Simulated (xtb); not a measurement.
ClF₂H₃SSi₂, SMILES S([SiH2]Cl)[SiH](F)F. All values are semi-empirical tight-binding results from xtb (GFN2-xTB unless named), good for trends rather than for accurate numbers. Geometry: GFN2-xTB. This is a generated structure with no PubChem entry under its InChIKey; it may be hypothetical. The values are those of a single conformer.

Optimised geometry:

```xyz
9

Si     1.3195     0.2794    -0.9666
F      2.7363    -0.4094    -1.1583
F      1.5285     1.1715     0.3390
S     -0.1009    -1.2515    -0.6281
Si    -1.8393    -0.1892     0.1132
Cl    -1.5041     0.6572     1.8891
H      1.0533     1.1643    -2.0670
H     -2.1657     0.8289    -0.8740
H     -2.8085    -1.2639     0.1967
```
Charge 0, spin multiplicity 1.

### Question
Estimate the properties. (Estimate from the structure and the level; the computed values follow.)

### Answer

```json
{
 "orbital_gap": "4.64 eV",
 "zero_point_energy": "21.7 kcal/mol",
 "G − E(el) at 298.15 K (modified RRHO)": "-0.8 kcal/mol",
 "static polarisability (D4 model)": "97.1 bohr³",
 "solvation energy, GFN2-xTB/ALPB(water)": "0.1 kcal/mol",
 "solvation energy, GFN2-xTB/ALPB(ch2cl2)": "-4.5 kcal/mol"
}
```

Computed atomic charges and the Wiberg bond orders between heavy atoms:
charges (e) Si1 0.63, F2 -0.24, F3 -0.25, S4 -0.37, Si5 0.51, Cl6 -0.17, H7 -0.03, H8 -0.05, H9 -0.03. Bond orders Si1–F2 1.13, Si1–F3 1.11, Si1–S4 1.03, S4–Si5 0.89, Si5–Cl6 1.21.
